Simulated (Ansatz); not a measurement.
IZn, charge +2, doublet, at a GFN2-xTB geometry of the parent state (such geometries of metal compounds can be far from the true shape) (a state made from the parent by changing its charge; the spin is typed, not shown lowest) (core potentials on I); PBE/def2-TZVP (Ansatz, a program for electronic structure).

Input for Ansatz:
Ansatz 0.2 input:
```yaml
crystal:
  periodic: [false, false, false]
  atoms:
    - {symbol: Zn, position_ang: [-0.00000000, -0.00000000, -1.52043851]}
    - {symbol: I, position_ang: [0.00000000, 0.00000000, 0.86062557]}
basis:
  gaussian:
    orbitals: def2-TZVP
hamiltonian:
  xc: pbe
total_charge: 2
magnetization: {spin_polarized: true, initial_magnetization: 1}
```

What the program printed (banner, timings and long lists left out):

```
Functional definition: PBE
827 factors; their error is unknown
mean field evaluation 1: about -56454.2164 eV, gradient 9.5e1 eV
mean field evaluation 2: about -56247.7207 eV, gradient 2.5e2 eV
mean field evaluation 4: about -56461.3081 eV, gradient 5.3e1 eV
mean field evaluation 8: about -56489.9584 eV, gradient 2.0e-1 eV
mean field evaluation 16: about -56489.9431 eV, gradient 6.7e-5 eV
mean field evaluation 32: about -56489.9507 eV, gradient 1.7e-1 eV
mean field -56489.94310882 eV, -2075.9671189906 hartree, gradient 3.0e-6 eV, S^2 0.753520; 3 other end points of the search recorded, 0 dependent functions left out
reference -56489.94314506 eV, -2075.9671203222 hartree; 27, 26 occupied and 71, 72 virtual orbitals, 827 factors
Total energy: -56489.94314506 eV, -2075.9671203222 hartree
```
